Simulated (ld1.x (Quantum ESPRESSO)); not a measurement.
# rhodium: variants of one TM potential

Base potential:

rhodium (Rh), norm-conserving Troullier–Martins (Kleinman–Bylander form), made with ld1.x (Quantum ESPRESSO) 7.5 (PBE, scalar-relativistic). Core [Ar] 3d10, reference 4s2 4p6 4d7.5 5s0 5p0 (charge +1.5). Waves: 4s (bound): rc 1.45 bohr; 4p (bound): rc 1.50 bohr; 4d (bound): rc 1.85 bohr. Local part: all-electron potential smoothed inside 1.45 bohr (lloc = -1). Core correction: none.

Cutoffs, loose and tight: the cutoffs (Ry, on a coarse ladder) from which the occupation-weighted sum of valence levels, in a spherical-Bessel basis at the reference potential, stays within 10 and 1 mRy of its value at 400 Ry. They do not see the model core or the augmentation charge, which bear on the density cutoff. Test errors are all-electron minus pseudo excitation energies from the reference, over the configurations 4s2 4p6 4d8 5s1 5p0; 4s2 4p6 4d8 5s0 5p0; 4s2 4p6 4d7 5s0 5p0; 4s2 4p6 4d6 5s0 5p0; 4s2 4p6 4d7 5s1 5p0; 4s2 4p6 4d7 5s1 5p1; 4s2 4p6 4d5 5s0 5p0. A dash means not determined; rows that change the core or the reference have their own tests. The largest error is taken over the tests solved by every variant that gives reliable tests at all: 4s2 4p6 4d5 5s0 5p0; 4s2 4p6 4d6 5s0 5p0; 4s2 4p6 4d7 5s0 5p0; 4s2 4p6 4d8 5s0 5p0.

A true bound ghost makes a file unfit for plane-wave use even where its test errors are small: the radial tests pick states by their node count and pass the ghost by. Where a test does run into it, the solver fails or the error is huge.

```tsv
change	outcome	cutoff, loose	cutoff, tight	bound ghosts	largest test error (meV)
base	generated	70 Ry	110 Ry	none	+19
local potential all-electron potential smoothed inside 1.10 bohr (lloc = -1)	generated	70 Ry	110 Ry	s	+40
wave 4p (bound): rc 1.50 bohr becomes 4p (bound): rc 1.58 bohr	generated	70 Ry	100 Ry	none	+22
wave 4s (bound): rc 1.45 bohr becomes 4s (bound): rc 1.18 bohr	generated	110 Ry	180 Ry	none	+18
reference 4s2 4p6 4d7 5s0 5p0	generated	70 Ry	110 Ry	none	+182
core correction a·sin(br)/r model core inside 1.38 bohr	generated	70 Ry	110 Ry	none	+18
wave 4d (bound): rc 1.85 bohr becomes 4d (bound): rc 1.30 bohr	generated	70 Ry	110 Ry	none	+8.1
```

What comes out with this change to the base: local potential all-electron potential smoothed inside 2.14 bohr (lloc = -1)?

outcome: generated; cutoff, loose: 70 Ry; cutoff, tight: 110 Ry; bound ghosts: none; largest test error (meV): -93.

What comes out with this change to the base: all radii scaled by about 1.31 (s 1.90, p 1.96, d 2.42 bohr); local potential all-electron potential smoothed inside 1.90 bohr (lloc = -1)?

outcome: generated; cutoff, loose: 40 Ry; cutoff, tight: 70 Ry; bound ghosts: s; largest test error (meV): +188.
